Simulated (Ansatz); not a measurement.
Ge(CN)H3 (CH₃GeN), relaxed as a singlet with RKS r2SCAN-D4/def2-TZVP in Ansatz, starting from the GFN2-xTB geometry. Force threshold 0.02 eV/Å.

Start:

```
atom   x (Å)   y (Å)   z (Å)
 Ge1   0.225  -0.557  -0.064
  C2  -0.486   1.200   0.139
  N3  -0.911   2.255   0.259
  H4   0.843  -0.940   1.236
  H5   1.237  -0.502  -1.155
  H6  -0.908  -1.456  -0.416
```

```json
{"step": "1", "energy (eV)": "-59092.4498", "largest force component (eV/Å)": "1.368", "SCF passes": "16"}
{"step": "2", "energy (eV)": "-59092.4947", "largest force component (eV/Å)": "0.148", "SCF passes": "21"}
{"step": "3", "energy (eV)": "-59092.4964", "largest force component (eV/Å)": "0.017", "SCF passes": "23"}
```

Force components are those of the run's own axes.

End:

```xyz
6

Ge    0.2272   -0.5623   -0.0648
C    -0.4888    1.2075    0.1399
N    -0.9184    2.2736    0.2620
H     0.8572   -0.9453    1.2700
H     1.2622   -0.4973   -1.1827
H    -0.9393   -1.4762   -0.4244
```

By distances, no bond broke or formed. The bond that changes most is Ge1–H5, from 1.49 to 1.52 Å (atoms count from 1).

No frequencies were taken in this run, so the end may be a saddle point.

It took 4.8 s on 4 threads of Intel Xeon on a shared host.
